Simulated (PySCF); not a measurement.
Species: C₅H₃NS.
SMILES: `N#Cc1ccsc1`

Computed with B3LYP/def2-SVPD in PySCF (dipole) on a GFN2-xTB geometry, gas phase.

Take the most abundant isotopes and a rigid rotor. 

Q: What are A, B and C (MHz)?

A: Ia = 70.25, Ib = 335.44, Ic = 405.68 u·Å²; 505379 MHz·u·Å²/I gives A = 7195, B = 1507, C = 1246 MHz.

Q: Classify the top.

A: A near-prolate asymmetric top. Ray's parameter κ = (2B − A − C)/(A − C) = -0.912; −1 is the prolate and +1 the oblate limit.

Q: Is it planar, by Δ = Ic − Ia − Ib?

A: Planar: Δ = Ic − Ia − Ib = 0.00 u·Å². For a rigid frame Δ = −2 Σ m c², so it vanishes when all atoms lie in the ab plane; here none is more than 0.01 Å from it.

Q: Where do the levels up to J = 4 lie, in MHz?

A: Above 0(0,0):
J = 1: 1(0,1) 2752, 1(1,1) 8440, 1(1,0) 8701
J = 2: 2(0,2) 8248, 2(1,2) 13684, 2(1,1) 14467, 2(2,1) 31530, 2(2,0) 31539
J = 3: 3(0,3) 16470, 3(1,3) 21545, 3(1,2) 23110, 3(2,2) 39788, 3(2,1) 39831, 3(3,1) 68885, 3(3,0) 68885
J = 4: 4(0,4) 27393, 4(1,4) 32015, 4(1,3) 34623, 4(2,3) 50790, 4(2,2) 50921, 4(3,2) 79911, 4(3,1) 79912, 4(4,1) 120624, 4(4,0) 120624

Q: Which lines would a microwave search look for?

A: The dipole components are |μa| = 4.26 D, |μb| = 0.56 D, |μc| = 0.00 D; the mirror of this Cs structure is the ab plane, so μc vanishes by symmetry and there are no c-type lines. Intensities carry the squares of the components, which stand as 1.00 : 0.02 (a : b). Some lines, for components of 0.1 D or more:

```csv
type,branch,"J(Ka,Kc)",MHz,lower level (cm⁻¹)
a,Q,"2(1,1) ← 2(1,2)",783,0.456
a,Q,"3(1,2) ← 3(1,3)",1565,0.719
b,R,"3(0,3) ← 2(1,2)",2786,0.456
a,R,"2(1,2) ← 1(1,1)",5244,0.282
a,R,"2(0,2) ← 1(0,1)",5496,0.092
b,Q,"4(1,3) ← 4(0,4)",7230,0.914
a,R,"3(1,3) ← 2(1,2)",7860,0.456
b,R,"1(1,1) ← 0(0,0)",8440,0.000
a,R,"3(1,2) ← 2(1,1)",8643,0.483
a,R,"4(1,4) ← 3(1,3)",10471,0.719
a,R,"4(0,4) ← 3(0,3)",10922,0.549
b,R,"2(1,2) ← 1(0,1)",10932,0.092
a,R,"4(2,3) ← 3(2,2)",11003,1.327
b,Q,"3(2,2) ← 3(1,3)",18243,0.719
b,R,"4(2,3) ← 3(1,2)",27681,0.771
b,R,"3(3,0) ← 2(2,1)",37354,1.052
b,R,"4(3,1) ← 3(2,2)",40125,1.327
b,R,"4(4,0) ← 3(3,1)",51739,2.298
```

GFN2-xTB frequencies: not computed here. Constants of a rigid frame at the computed geometry: no zero-point averaging, no centrifugal distortion. Quadrupole hyperfine structure (14N) is left out.
